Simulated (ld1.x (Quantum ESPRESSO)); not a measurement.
An all-electron radial function and its pseudo partner (tantalum)

Columns: radius, all-electron u(r) and pseudo u(r) of the 5d shell (level -3.79 eV) of tantalum in the configuration [Kr] 4d10 4f14 5s2 5p6 5d3 6s2 6p0; LDA (PZ), scalar-relativistic, PAW scheme, ld1.x (Quantum ESPRESSO) 7.5.

```json
{"r (bohr)": "0.120", "all-electron": "0.1979", "pseudo": "0.0010"}
{"r (bohr)": "0.240", "all-electron": "-0.0714", "pseudo": "0.0078"}
{"r (bohr)": "0.360", "all-electron": "-0.2895", "pseudo": "0.0253"}
{"r (bohr)": "0.480", "all-electron": "-0.2530", "pseudo": "0.0571"}
{"r (bohr)": "0.600", "all-electron": "-0.0823", "pseudo": "0.1045"}
{"r (bohr)": "0.720", "all-electron": "0.1180", "pseudo": "0.1668"}
{"r (bohr)": "0.840", "all-electron": "0.2985", "pseudo": "0.2411"}
{"r (bohr)": "0.960", "all-electron": "0.4429", "pseudo": "0.3228"}
{"r (bohr)": "1.080", "all-electron": "0.5496", "pseudo": "0.4063"}
{"r (bohr)": "1.200", "all-electron": "0.6231", "pseudo": "0.4855"}
{"r (bohr)": "1.320", "all-electron": "0.6695", "pseudo": "0.5550"}
{"r (bohr)": "1.440", "all-electron": "0.6948", "pseudo": "0.6105"}
{"r (bohr)": "1.560", "all-electron": "0.7040", "pseudo": "0.6495"}
{"r (bohr)": "1.680", "all-electron": "0.7014", "pseudo": "0.6711"}
{"r (bohr)": "1.800", "all-electron": "0.6901", "pseudo": "0.6767"}
{"r (bohr)": "1.920", "all-electron": "0.6728", "pseudo": "0.6689"}
{"r (bohr)": "2.040", "all-electron": "0.6514", "pseudo": "0.6514"}
{"r (bohr)": "2.160", "all-electron": "0.6272", "pseudo": "0.6279"}
{"r (bohr)": "2.280", "all-electron": "0.6015", "pseudo": "0.6017"}
{"r (bohr)": "2.400", "all-electron": "0.5748", "pseudo": "0.5748"}
{"r (bohr)": "2.520", "all-electron": "0.5479", "pseudo": "0.5479"}
{"r (bohr)": "2.640", "all-electron": "0.5212", "pseudo": "0.5212"}
{"r (bohr)": "2.760", "all-electron": "0.4948", "pseudo": "0.4948"}
{"r (bohr)": "2.880", "all-electron": "0.4691", "pseudo": "0.4691"}
{"r (bohr)": "3.000", "all-electron": "0.4442", "pseudo": "0.4442"}
{"r (bohr)": "3.120", "all-electron": "0.4202", "pseudo": "0.4202"}
```

Problem. How many radial nodes do the two functions have?

Solution. The all-electron 5d function has n − l − 1 = 2; the pseudo-wave has 0, since the states of the same l below it are removed with the core.

Problem. At about which radius was the pseudo-wave matched?

Solution. 2.40 bohr, where the columns begin to agree (steps of 0.12 bohr).

Problem. Where does each function peak?

Solution. Outermost all-electron maximum near 1.56 bohr, pseudo maximum near 1.80 bohr (to the table’s step).

Problem. Is the pseudo-wave norm-conserving?

Solution. No, it belongs to a PAW set: the norm inside the radius is not constrained, and the difference is carried by the augmentation charge.
